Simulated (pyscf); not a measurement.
## HO–As•–OH (SMILES O[As]O), doublet

Gas-phase minimum from PySCF at ωB97X-D3(BJ)/def2-SVP, one conformer. Other isomers of HO–As•–OH were not searched in full and may lie lower. 

```xyz
5

O      0.7949    -1.1461    -0.5555
As     0.1138     0.2342    -1.4844
O     -0.1329     1.2826    -0.0677
H      0.3210    -1.9679    -0.7365
H      0.1057     0.7850     0.7293
```
Charge 0, spin multiplicity 2.

Bonds (Å): O1–As2 1.798, O1–H4 0.966, As2–O3 1.780, O3–H5 0.969. Angles (°): As2–O1–H4 111.8, O1–As2–O3 95.4, As2–O3–H5 108.5.

Properties at ωB97X-D3(BJ)/def2-SVP:

```
Property                                                                                                                                                           Value
---------------------------------------------------------------------------------------------------------------------  -------------------------------------------------
Harmonic wavenumbers, unscaled                                                                                         51, 263, 294, 685, 727, 905, 951, 3838, 3883 cm⁻¹
Zero-point energy                                                                                                                                          16.6 kcal/mol
Rotational symmetry number                                                                                                                                             1
Entropy of this conformer at 298 K and 1 atm, rigid rotor and harmonic oscillator, modes under 100 cm⁻¹ raised to 100                                    303.5 J/(mol K)
Dipole moment                                                                                                                                                     2.04 D
Spin expectation value S2                                                                                                                                          0.754
```

Single-point totals, which compare only within one level (frozen core for MP2 and CC):

```json
[
 {"level": "ωB97X-D3(BJ)/def2-TZVP", "total energy (hartree)": "-2387.55503"},
 {"level": "PBE/def2-TZVP", "total energy (hartree)": "-2387.10975"},
 {"level": "r²SCAN/def2-TZVP", "total energy (hartree)": "-2387.51679"},
 {"level": "B3LYP-D3(BJ)/def2-TZVP", "total energy (hartree)": "-2387.64610"},
 {"level": "PBE0-D3(BJ)/def2-TZVP", "total energy (hartree)": "-2387.16810"},
 {"level": "M06-2X/def2-TZVP", "total energy (hartree)": "-2387.55443"},
 {"level": "ωB97M-D3(BJ)/def2-TZVP", "total energy (hartree)": "-2387.64463"},
 {"level": "UHF/def2-TZVPP", "total energy (hartree)": "-2385.17215"},
 {"level": "MP2/def2-TZVPP", "total energy (hartree)": "-2385.89955"},
 {"level": "CCSD/def2-TZVPP", "total energy (hartree)": "-2385.90412"},
 {"level": "CCSD(T)/def2-TZVPP", "total energy (hartree)": "-2385.93195"}
]
```

Soft torsions are taken as harmonic, which can shift the entropy by several J/(mol K). The CCSD(T) − MP2 part came from Ansatz, without density fitting, on the same reference. The frozen core leaves the outer d or s,p core shells of the metals and heavy elements correlated in the MP2 and CC values, and def2-TZVPP describes them poorly, so these totals are far from the basis limit. Elements up to Kr have no core potential and no relativistic terms here.
